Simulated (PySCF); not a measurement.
B3LYP has the VWN-RPA correlation part, as in Gaussian. Excitations are Tamm–Dancoff values on a coarser integration grid. The basis has no diffuse functions, so Rydberg states are missing or too high.

Cartesian coordinates (Å):
SMILES: [OH][Ga]([NH2])[OH]
```xyz
8

N      1.3541    -0.1681    -0.1428
Ga    -0.4526     0.0554     0.0040
O     -1.2433     1.6589     0.0093
O     -1.6073    -1.3087     0.0526
H      1.7860    -1.0546     0.0633
H      1.9878     0.5938     0.0388
H     -0.6319     2.3989    -0.0466
H     -1.1928    -2.1757     0.0214
```
Charge 0, spin multiplicity 1.

What T1 excitation (TDA), brightest of the four lowest singlets (TDA) and S1–T1 gap (TDA) does B3LYP-D3(BJ)/def2-TZVP (PySCF 2.14.0) give?


| Item | Result |
|---|---|
| T1 excitation (TDA) | 4.84 eV |
| brightest of the four lowest singlets (TDA) | 7.02 eV |
| S1–T1 gap (TDA) | 0.48 eV |
